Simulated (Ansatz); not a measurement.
Reaction (hydrogenolysis of a Ga–F bond): `[OH][Ga]([F])[Cl]` + H₂ → `[OH][GaH][Cl]` + H–F

Program: Ansatz. Geometries: PBE0-D4/def2-TZVP. ΔE: electronic, gas phase. CCSD(T)/CBS is the MP2 limit (def2-TZVPP, def2-QZVPP) plus CCSD(T) − MP2 in def2-TZVPP, frozen cores. This one scheme is used for every species. DFT in def2-TZVPP. For Ga outer-core shells are correlated without core-valence functions, which leaves a few kJ/mol of doubt a bond. Scalar relativity is left out up to krypton. Each species was taken in one conformer, which may not be the lowest.

CCSD(T)/CBS gives +43.5 kJ/mol.

(1) Another level gave +46.4 kJ/mol. Which?
A. ωB97M-V/def2-TZVPP
B. MP2/def2-TZVPP
C. PBE0/def2-TZVPP
D. LDA (SPW92)/def2-TZVPP

Largest T1 diagnostic among the species: 0.014.

## Answers

(1) A. ωB97M-V 46.4, MP2/def2-TZVPP 54.0, PBE0 40.4, LDA (SPW92) 35.5 kJ/mol.

From PBE to PBE0 (25 % exact exchange), in def2-TZVPP and without D4, ΔE moves by −3.7 kJ/mol. Leaving LDA and LC-ωPBE aside and taking each functional with its dispersion term where it has one, the values, not all of them listed here, spread over 12.9 kJ/mol, from PBE0-D4 to r2SCAN-D4. LDA lies −8.6 kJ/mol from PBE without D4. At CCSD(T), def2-SVP lies +19.5 kJ/mol from the extrapolated value and def2-TZVPP +6.4 kJ/mol.
